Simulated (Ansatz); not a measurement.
Two members of one family (Electrolyte solvent and additive family), computed with Ansatz in the gas phase. The two geometries come from different levels. A negative affinity means that the extra electron isn't bound at that geometry and level; within about 0.2 eV of zero the sign isn't settled. Binding counts from free atoms in the multiplicity of their measured ground term, without zero-point energy. Sets without diffuse functions give affinities that are too small. A dash marks a value that wasn't run or was left out as unsound. The structures are stationary points that may keep the symmetry of their start. Remarks come from the PBE and PBE0 runs and from stability tests at other levels; not every state was tested. A HOMO above zero means that the electron is unbound at that level and held by the basis, or that self-interaction error raises the level; the energy of removing that electron tells which. HOMO above LUMO (over both spins in singlets and doublets, within one spin in higher multiplets; at PBE or PBE0), or a gap under 0.15 eV within one spin, warns that the state may not be the lowest or that an electron is smeared out.

First: COCCOS(=O)(=O)CC(F)(F)C(F)F (singlet, charge 0, PBE-D4/def2-SVP geometry).

Cartesian coordinates in Å:
```
C -0.532 1.907 1.598
O -1.200 1.701 0.361
C -2.457 1.055 0.455
C -2.384 -0.436 0.766
O -1.745 -1.177 -0.292
S -0.125 -1.563 -0.120
O 0.027 -2.866 -0.769
O 0.275 -1.319 1.278
C 0.577 -0.273 -1.197
C 2.060 0.009 -1.015
F 2.306 0.518 0.228
F 2.398 0.978 -1.930
C 3.031 -1.165 -1.247
F 2.752 -1.732 -2.452
F 2.878 -2.093 -0.270
H -0.196 0.955 2.064
H -1.180 2.464 2.315
H 0.366 2.517 1.380
H -3.099 1.542 1.231
H -2.948 1.200 -0.529
H -3.411 -0.849 0.844
H -1.864 -0.634 1.725
H 0.373 -0.601 -2.231
H 0.019 0.654 -0.946
H 4.081 -0.792 -1.246
```

```tsv
level	HOMO (eV)	LUMO (eV)	gap (eV)	vertical IE (eV)	vertical EA (eV)	binding per atom (eV)
PBE-D4/def2-SVP	-6.27	-0.58	5.69	9.11	-1.97	4.32
PBE-D4/def2-TZVP	-6.45	-0.82	5.63	–	–	4.29
r2SCAN-D4/def2-TZVP	-6.78	-0.56	6.22	–	–	4.15
PBE0-D4/def2-SVP	-7.94	0.45	8.39	9.91	-2.22	4.15
PBE0-D4/def2-TZVP	-8.03	0.30	8.33	–	–	4.14
```

Remarks: HOMO above zero (-1 doublet), gap within one spin near zero at PBE or PBE0 (-1 doublet).

Second: CC(C)(C)OS(=O)(=O)CC(F)(F)C(F)F (singlet, charge 0, r2SCAN-D4/def2-SVP geometry).

```
atom   x (Å)   y (Å)   z (Å)
  C1  -0.430  -0.640  -2.644
  C2  -0.801  -0.930  -1.195
  C3  -0.412  -2.339  -0.774
  C4  -2.271  -0.645  -0.906
  O5   0.077  -0.096  -0.331
  S6  -0.290   1.440   0.025
  O7  -1.295   1.513   1.078
  O8  -0.470   2.227  -1.195
  C9   1.321   1.880   0.709
 C10   1.979   0.954   1.716
 F11   3.063   1.631   2.208
 F12   2.447  -0.168   1.123
 C13   1.164   0.526   2.943
 F14   0.577   1.620   3.475
 F15   0.222  -0.370   2.598
 H16  -0.999  -1.303  -3.315
 H17   0.643  -0.820  -2.806
 H18  -0.656   0.404  -2.902
 H19   0.667  -2.497  -0.922
 H20  -0.643  -2.495   0.290
 H21  -0.965  -3.077  -1.374
 H22  -2.494  -0.775   0.163
 H23  -2.890  -1.345  -1.487
 H24  -2.546   0.379  -1.200
 H25   2.005   1.993  -0.145
 H26   1.151   2.860   1.178
 H27   1.846   0.075   3.689
```

Task: What does the change do? Estimate second minus first.

Result: 
| level | Δ HOMO (eV) | Δ LUMO (eV) | Δ gap (eV) | Δ vertical IE (eV) | Δ vertical EA (eV) | Δ binding per atom (eV) |
| --- | --- | --- | --- | --- | --- | --- |
| PBE-D4/def2-SVP | -0.32 | 0.59 | 0.91 | 0.38 | -0.16 | 0.01 |
| PBE-D4/def2-TZVP | -0.38 | 0.57 | 0.95 | – | – | 0.02 |
| r2SCAN-D4/def2-TZVP | -0.41 | 0.65 | 1.07 | – | – | 0.04 |
| PBE0-D4/def2-SVP | -0.38 | 0.62 | 1.00 | 0.35 | -0.28 | 0.04 |
| PBE0-D4/def2-TZVP | -0.43 | 0.47 | 0.90 | – | – | 0.04 |

Remarks: gap within one spin near zero at PBE or PBE0 (+1 doublet), HOMO above zero (-1 doublet), gap within one spin near zero at PBE or PBE0 (-1 doublet).
